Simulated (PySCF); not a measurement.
# Correlation energy of Ar⁺ (argon, charge +1)

[Ne] 3s2 3p5, 2P determinant. All numbers are calculated (PySCF 2.14, the non-relativistic Hamiltonian (point nucleus), in def2-SVP). Frozen: [Ne]; 7 electrons correlated.

MP2 pair energies summed by pair of shells (mhartree):

| pair | energy | share (%) |
| --- | --- | --- |
| 3p-3p | -78.48 | 68.8 |
| 3s-3p | -28.91 | 25.3 |
| 3s-3s | -6.69 | 5.9 |

Total MP2 correlation energy: -114.09 mhartree.

Same-spin part -28.74 and opposite-spin part -85.35 mhartree; SCS-MP2 scales them by 1/3 and 6/5 to -112.00 mhartree.

```tsv
level	correlation energy (mhartree)
CCSD	-130.61
(T)	-0.89
CCSD(T)	-131.50
```

Diagnostics: T1 = 0.0043, D1 = 0.0159, largest double amplitude 0.050.

**Question.** Is a single reference adequate?

**Answer.** Yes: T1 lies below 0.03 and no double amplitude reaches 0.07.
